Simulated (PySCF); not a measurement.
Electronic structure of Hf²⁺ (hafnium, charge +2) at the MN15 level

Configuration: [Xe] 4f14 5d1 6p1, one real determinant (an excited configuration). Calculation: PySCF 2.14, in x2c-QZVPPall (16s10p9d5f2g, 144 functions); the spin-free X2C one-electron Hamiltonian (Gaussian nucleus).

```json
{"Total energy": "-15088.48 hartree", "One-electron energy": "-20644.02 hartree", "Hartree (Coulomb) energy": "5878.88 hartree", "Exchange-correlation energy": "-323.35 hartree", "⟨S²⟩": "2.0008", "⟨L²⟩": "8.009", "Sum of ⟨r⟩": "38.68 bohr", "Sum of ⟨r²⟩": "48.32 bohr²", "Traceless quadrupole moment −½Σ⟨3z² − r²⟩ along its main axis": "-4.47 e·bohr²", "Langevin diamagnetic susceptibility": "-38.3 ×10⁻⁶ cm³/mol", "Time after the integrals": "of the order of 18 core-seconds"}
```

```json
{"shell": "1s β", "electrons": "1", "mean orbital energy (hartree)": "-2396.68391", "spread (hartree)": "0", "rms radius, mean of both spins (bohr)": "0.0215"}
{"shell": "1s α", "electrons": "1", "mean orbital energy (hartree)": "-2396.68374", "spread (hartree)": "0", "rms radius, mean of both spins (bohr)": "0.0215"}
{"shell": "2s β", "electrons": "1", "mean orbital energy (hartree)": "-407.55908", "spread (hartree)": "0", "rms radius, mean of both spins (bohr)": "0.0870"}
{"shell": "2s α", "electrons": "1", "mean orbital energy (hartree)": "-407.55819", "spread (hartree)": "0", "rms radius, mean of both spins (bohr)": "0.0870"}
{"shell": "2p β", "electrons": "3", "mean orbital energy (hartree)": "-360.27347", "spread (hartree)": "0.00228", "rms radius, mean of both spins (bohr)": "0.0786"}
{"shell": "2p α", "electrons": "3", "mean orbital energy (hartree)": "-360.27323", "spread (hartree)": "0.00355", "rms radius, mean of both spins (bohr)": "0.0786"}
{"shell": "3s α", "electrons": "1", "mean orbital energy (hartree)": "-92.73306", "spread (hartree)": "0", "rms radius, mean of both spins (bohr)": "0.225"}
{"shell": "3s β", "electrons": "1", "mean orbital energy (hartree)": "-92.72979", "spread (hartree)": "0", "rms radius, mean of both spins (bohr)": "0.225"}
{"shell": "3p α", "electrons": "3", "mean orbital energy (hartree)": "-78.74710", "spread (hartree)": "0.00134", "rms radius, mean of both spins (bohr)": "0.224"}
{"shell": "3p β", "electrons": "3", "mean orbital energy (hartree)": "-78.74469", "spread (hartree)": "0.00355", "rms radius, mean of both spins (bohr)": "0.224"}
{"shell": "3d α", "electrons": "5", "mean orbital energy (hartree)": "-61.30627", "spread (hartree)": "0.00554", "rms radius, mean of both spins (bohr)": "0.204"}
{"shell": "3d β", "electrons": "5", "mean orbital energy (hartree)": "-61.30584", "spread (hartree)": "0.00447", "rms radius, mean of both spins (bohr)": "0.204"}
{"shell": "4s β", "electrons": "1", "mean orbital energy (hartree)": "-19.02896", "spread (hartree)": "0", "rms radius, mean of both spins (bohr)": "0.502"}
{"shell": "4s α", "electrons": "1", "mean orbital energy (hartree)": "-19.02792", "spread (hartree)": "0", "rms radius, mean of both spins (bohr)": "0.502"}
{"shell": "4p α", "electrons": "3", "mean orbital energy (hartree)": "-14.45484", "spread (hartree)": "0.00957", "rms radius, mean of both spins (bohr)": "0.535"}
{"shell": "4p β", "electrons": "3", "mean orbital energy (hartree)": "-14.45477", "spread (hartree)": "0.00777", "rms radius, mean of both spins (bohr)": "0.535"}
{"shell": "4d α", "electrons": "5", "mean orbital energy (hartree)": "-8.35187", "spread (hartree)": "0.00812", "rms radius, mean of both spins (bohr)": "0.581"}
{"shell": "4d β", "electrons": "5", "mean orbital energy (hartree)": "-8.35078", "spread (hartree)": "0.01084", "rms radius, mean of both spins (bohr)": "0.581"}
{"shell": "5s α", "electrons": "1", "mean orbital energy (hartree)": "-3.31752", "spread (hartree)": "0", "rms radius, mean of both spins (bohr)": "1.21"}
{"shell": "5s β", "electrons": "1", "mean orbital energy (hartree)": "-3.29922", "spread (hartree)": "0", "rms radius, mean of both spins (bohr)": "1.21"}
{"shell": "5p α", "electrons": "3", "mean orbital energy (hartree)": "-2.13069", "spread (hartree)": "0.00199", "rms radius, mean of both spins (bohr)": "1.41"}
{"shell": "5p β", "electrons": "3", "mean orbital energy (hartree)": "-2.10018", "spread (hartree)": "0.02164", "rms radius, mean of both spins (bohr)": "1.41"}
{"shell": "4f α", "electrons": "7", "mean orbital energy (hartree)": "-1.52022", "spread (hartree)": "0.00765", "rms radius, mean of both spins (bohr)": "0.761"}
{"shell": "4f β", "electrons": "7", "mean orbital energy (hartree)": "-1.51695", "spread (hartree)": "0.01117", "rms radius, mean of both spins (bohr)": "0.761"}
{"shell": "5d α", "electrons": "1", "mean orbital energy (hartree)": "-0.83046", "spread (hartree)": "0", "rms radius, mean of both spins (bohr)": "2.14"}
{"shell": "6p α", "electrons": "1", "mean orbital energy (hartree)": "-0.54732", "spread (hartree)": "0", "rms radius, mean of both spins (bohr)": "3.78"}
```

⟨L²⟩ = 8.01 against 12 for a pure F term, so this real determinant mixes terms. Spin-orbit coupling, absent here, splits the open shell strongly.

Densities and radii are taken from the X2C orbitals without a picture-change correction, which distorts them close to the nucleus.
